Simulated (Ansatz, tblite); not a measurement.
Removing and adding an electron: BEt2Ph (C10H15B). Total charge 0; singlet. Geometry: PBE-D4/def2-SVP. Ansatz, gas phase; energy differences of separate SCF runs; the oxidised species was run as a doublet alone; the reduced species was run as a doublet alone.

```xyz
26

B     0.552    0.847   -0.331
C     0.328    1.440   -1.782
C    -0.007    0.488   -2.938
H     1.171    2.112   -2.055
H    -0.526    2.150   -1.616
H    -0.230    1.033   -3.878
H     0.842   -0.194   -3.148
H    -0.880   -0.154   -2.707
C     1.602    1.542    0.630
C     1.310    1.596    2.136
H     1.872    2.549    0.244
H     2.529    0.934    0.448
H     2.158    2.020    2.713
H     0.423    2.229    2.346
H     1.089    0.593    2.552
C    -0.256   -0.410    0.155
C    -1.645   -0.539   -0.095
C    -2.372   -1.651    0.353
C    -1.718   -2.689    1.036
C    -0.339   -2.596    1.283
C     0.374   -1.464    0.863
H    -2.174    0.260   -0.640
H    -3.454   -1.715    0.159
H    -2.283   -3.570    1.377
H     0.181   -3.407    1.816
H     1.454   -1.404    1.077
```

The xTB rows come from tblite. B3LYP takes the VWN-RPA correlation.

```csv
level,−HOMO (eV),vertical IE (eV),−LUMO (eV),vertical EA (eV),HOMO–LUMO gap (eV),IE − EA (eV),remarks
GFN2-xTB,10.39,12.74,6.79,4.07,3.59,8.67,–
B3LYP-D4/def2-TZVP,6.84,8.70,1.33,-0.23,5.51,8.92,HOMO above zero (-1 doublet)
PBE0-D4/def2-TZVP,7.05,8.69,1.15,-0.25,5.90,8.94,HOMO above zero (-1 doublet)
```

(1) Estimate the rows for GFN1-xTB, PBE-D4/def2-TZVP.

Results:

(1) 
```csv
level,−HOMO (eV),vertical IE (eV),−LUMO (eV),vertical EA (eV),HOMO–LUMO gap (eV),IE − EA (eV),remarks
GFN1-xTB,11.56,13.93,7.81,5.23,3.75,8.70,–
PBE-D4/def2-TZVP,6.06,8.44,2.05,-0.11,4.02,8.55,HOMO above zero (-1 doublet)
```

   A HOMO above zero means that the electron is unbound at that level or that self-interaction error raises the level; the energy of removing that electron tells which. Raw xTB energy differences between charge states are shifted by several eV; the methods need an empirical correction for them. Sets without diffuse functions give affinities that are too small. A negative affinity means that the extra electron isn't bound; its size then hangs on the basis.
